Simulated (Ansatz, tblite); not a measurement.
Forces on Na₄Li₃⁻ at its PBE/def2-SVPD geometry. Total charge -1; singlet.

The xTB rows come from tblite. The restricted singlet is unstable towards broken spin symmetry in Hartree–Fock (as tested in another run); at r2SCAN/def2-TZVPD this wasn't settled. The structure comes from a short search, and lower isomers may exist.

GFN2-xTB (tblite), largest force 0.28 eV/Å:

```xyz
7
positions Å, forces eV/Å
Li    0.536   -0.616    2.367   -0.017   -0.113   -0.196
Li    1.701   -0.953   -0.306   -0.106    0.000    0.185
Li   -1.239   -1.522    0.214    0.153    0.054    0.144
Na   -2.082    1.333    1.427   -0.054   -0.100   -0.111
Na    1.817    2.058    0.756    0.048   -0.075   -0.130
Na   -0.168   -1.757   -2.822   -0.009    0.219    0.176
Na   -0.563    1.455   -1.637   -0.015    0.016   -0.068
```

r2SCAN/def2-TZVPD (Ansatz), largest force 0.03 eV/Å:

```
Li 0.000 -0.004 0.021
Li 0.023 -0.006 -0.010
Li -0.026 -0.005 0.006
Na 0.008 0.007 0.008
Na -0.006 0.020 0.007
Na 0.000 -0.012 -0.025
Na 0.001 0.000 -0.006
```
